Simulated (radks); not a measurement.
Results of a calculation; reference values are marked as such.
Question: These are the eigenvalues of the occupied orbitals of an atom or ion with whole-number occupations (hartree). Code: a radial shooting solver on a logarithmic mesh with Libxc functionals. Model: scalar-relativistic Kohn-Sham, B86b exchange with PBE correlation, spin-unpolarised, spherical densities, finite nucleus; Fermi nuclear charge, rms radius of each element as measured or else 0.836 A^(1/3) + 0.57 fm.

orbital  eigenvalue
1s         -0.24048

Which element is it, and in what charge state? The configuration may be excited.

Answer: Z = 1, hydrogen, charge 0: H in 1s1. The 1s level, -0.24048 hartree, gives Z - s = 0.7 by -(Z - s)^2/2, which with screening and relativity narrows Z to a few neighbours, and the depths must fix Z and the occupations together.
